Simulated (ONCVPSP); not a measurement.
# Co (Z = 27): variants of one ONCV potential

Base potential:

cobalt (Co), optimised norm-conserving Vanderbilt (ONCV), made with ONCVPSP 4.0.1 (PBEsol, scalar-relativistic). Core [Ar], reference 3d7 4s2. Waves: 4s: rc 2.35 bohr, ncon 4, nbas 8, qcut 3.3 1/bohr, 2 projectors, debl 3.8 Ha; p scattering state at 0.43 Ha: rc 1.90 bohr, ncon 5, nbas 9, qcut 4.8 1/bohr, 1 projector; 3d: rc 1.25 bohr, ncon 3, nbas 7, qcut 12.9 1/bohr, 2 projectors, debl 3.6 Ha; f scattering state at 0.29 Ha: rc 2.15 bohr, ncon 3, nbas 8, qcut 5.2 1/bohr, 1 projector. Local part: polynomial inside 1.20 bohr (lpopt 5, dvloc0 0 Ha). Core correction: none.

All-electron outer shells of the reference configuration (PBEsol, scalar-relativistic, ld1.x):

```
shell  level (eV)  outermost node (bohr)  outermost maximum (bohr)
   3p      -65.51                   0.28                      0.68
   3d       -8.23                      –                      0.66
   4s       -5.49                   0.96                      2.32
```

Cutoffs, loose and tight: the cutoffs (Ha) at which the residual kinetic energy of the hardest occupied pseudo-wave falls to 1 and 0.1 mHa per electron. They do not see the model core or the augmentation charge, which bear on the density cutoff. Test errors are all-electron minus pseudo excitation energies from the reference, over the configurations 3d7 4s1; 3d7 4s0; 3d6 4s0; 3d7.5 4s1.5. A dash means not determined; rows that change the core or the reference have their own tests. The largest error is taken over the tests solved by every variant that gives reliable tests at all: 3d7 4s0; 3d7 4s1; 3d7.5 4s1.5.

A true bound ghost makes a file unfit for plane-wave use even where its test errors are small: the radial tests pick states by their node count and pass the ghost by.

| change | outcome | cutoff, loose | cutoff, tight | bound ghosts | GHOST(+) flags above zero | largest test error (meV) |
| --- | --- | --- | --- | --- | --- | --- |
| base | generated | 62 Ha | 70 Ha | none | s, p | -24 |
| all radii scaled by about 0.78 (s 1.84, p 1.48, d 0.98, f 1.68 bohr); local potential polynomial inside 0.94 bohr (lpopt 5, dvloc0 0 Ha) | failed: optimize: ERROR ps0norm > uunorm, code will stop | – | – | – | – | – |
| all radii scaled by about 0.86 (s 2.02, p 1.64, d 1.08, f 1.84 bohr); local potential polynomial inside 1.02 bohr (lpopt 5, dvloc0 0 Ha) | generated | 69 Ha | 77 Ha | s | p | -28 |
| all radii scaled by about 1.09 (s 2.56, p 2.08, d 1.36, f 2.34 bohr); local potential polynomial inside 1.32 bohr (lpopt 5, dvloc0 0 Ha) | generated | 59 Ha | 67 Ha | none | s, p | -20 |
| all radii scaled by about 1.17 (s 2.74, p 2.22, d 1.46, f 2.52 bohr); local potential polynomial inside 1.40 bohr (lpopt 5, dvloc0 0 Ha) | generated, projector energies reset by the program | 55 Ha | 62 Ha | none | s | -15 |
| all radii scaled by about 1.25 (s 2.94, p 2.38, d 1.56, f 2.68 bohr); local potential polynomial inside 1.50 bohr (lpopt 5, dvloc0 0 Ha) | generated, projector energies reset by the program | 52 Ha | 59 Ha | none | s | -19 |

Question: What comes out with this change to the base: all radii scaled by about 1.30 (s 3.06, p 2.48, d 1.62, f 2.80 bohr); local potential polynomial inside 1.56 bohr (lpopt 5, dvloc0 0 Ha)?

Answer: outcome: generated, projector energies reset by the program; cutoff, loose: 49 Ha; cutoff, tight: 56 Ha; bound ghosts: none; GHOST(+) flags above zero: s; largest test error (meV): -27.

Question: What comes out with this change to the base: all radii scaled by about 0.95 (s 2.24, p 1.80, d 1.18, f 2.04 bohr); local potential polynomial inside 1.14 bohr (lpopt 5, dvloc0 0 Ha)?

Answer: outcome: generated; cutoff, loose: 64 Ha; cutoff, tight: 72 Ha; bound ghosts: none; GHOST(+) flags above zero: s, p; largest test error (meV): -26.

Reading the sweep of the scale of all radii (base = 1) (base included, trends over the rows without a ghost): The loose cutoff falls from 64 Ha at 0.95 to 49 Ha at 1.3. A larger radius leaves more room for a smooth pseudo-wave, so fewer plane waves are needed; a smaller one forces it to follow the all-electron wave where it bends sharply. The median size of the test errors (rows with all tests solved) is not monotonic: lowest 8.7 meV at 1.17, highest 16.8 meV at 1.3. Bound ghosts are found at 0.86. The generation fails at 0.78.
